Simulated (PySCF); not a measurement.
CH7Si2, SMILES [CH]([SiH3])[SiH3], multiplicity 2. Geometry: PBE-D3(BJ)/def2-SVP. The isomer is the one that the SMILES or the coordinates give; other isomers of the formula were not compared.

Problem. Give the equilibrium geometry at PBE-D3(BJ)/def2-SVP (PySCF confirms it by a frequency run) as a Z-matrix, and its point group. (Estimate from the structure and the level; the computed values follow.)

Solution. point group C2v.
```
C
H 1 1.1083
Si 1 1.8617 2 116.17
H 3 1.5036 1 110.72 2 180.00
H 3 1.5100 4 108.87 1 -121.89
H 3 1.5100 4 108.87 5 -116.21
Si 1 1.8617 2 116.17 3 180.00
H 7 1.5036 1 110.72 2 180.00
H 7 1.5100 8 108.87 1 -121.89
H 7 1.5100 8 108.87 9 -116.21
```
Charge 0, spin multiplicity 2.
